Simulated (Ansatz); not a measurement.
dimethoxyethane (C4H10O2), SMILES C(OC)COC.

Geometry optimised at PBE-D3(BJ)/def2-SVP. One conformer was computed; it need not be the lowest.

Two levels are set side by side: PBE/def2-SVPD (Ansatz, a quantum-chemistry and plane-wave program) and PBE0/def2-SVPD (Ansatz). Energy differences of separate SCF runs at the same geometry; the states with an electron removed or added have multiplicity 2 and 2. Differences are taken from unrounded values.

| quantity | PBE0 |
|---|---|
| vertical ionisation energy (eV) | 9.23 |
| vertical singlet–triplet gap (eV) | 6.93 |

**Question.** What does PBE give, and how far is it from PBE0? (An estimate is asked for; the answer gives what the named calculation found.)

**Answer.** 
```tsv
quantity	PBE	PBE minus PBE0
vertical ionisation energy (eV)	8.66	-0.57
vertical singlet–triplet gap (eV)	6.17	-0.76
```
